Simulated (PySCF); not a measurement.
# C₆ coefficients of unlike pairs at PBE

Calculated with PySCF 2.14 from the dipole response of each species, C₆(A,B) = (3/π) ∫ α_A(iu) α_B(iu) du, in atomic units, from isotropic polarisabilities. For ions this is the dispersion term alone; charge-induced terms of lower order in 1/R come first.

```
species      configuration                                                                                              basis      relativity  α (bohr³)  C₆ (like pair)
   Pd³⁺      [Kr] 4d7 (4F)  aug-cc-pVTZ-PP with one added diffuse shell each of s, p, d, f, g type with ECP28MDF (7s7p6d4f3g)  core potential      4.512           20.49
    P³⁺      [Ne] 3s2 (1S)                                                                       aug-cc-pV(Q+d)Z (7s6p5d3f2g)            none      6.681           16.79
     Pd     [Kr] 4d10 (1S)                               def2-TZVPPD with the def2 core potential (28 electrons) (6s4p3d2f1g)  core potential      20.01           89.86
   Ne³⁺  [He] 2s2 2p3 (4S)                                                                           def2-QZVPPD (8s5p4d2f1g)            none     0.6899          0.6102
```

(1) Estimate C₆ for Ne³⁺ with Pd.

No spin-orbit coupling is included.

The other pairs:

```json
{"pair": "P³⁺, Pd³⁺", "C₆": "16.55"}
{"pair": "Ne³⁺, P³⁺", "C₆": "2.675"}
{"pair": "Pd, Pd³⁺", "C₆": "38.96"}
{"pair": "Pd, P³⁺", "C₆": "37.70"}
{"pair": "Ne³⁺, Pd³⁺", "C₆": "3.490"}
```

Answers

(1) The integral gives 6.451. The combination rule 2 C_A C_B / (C_A α_B/α_A + C_B α_A/α_B) gives 5.273 and the geometric mean 7.405.
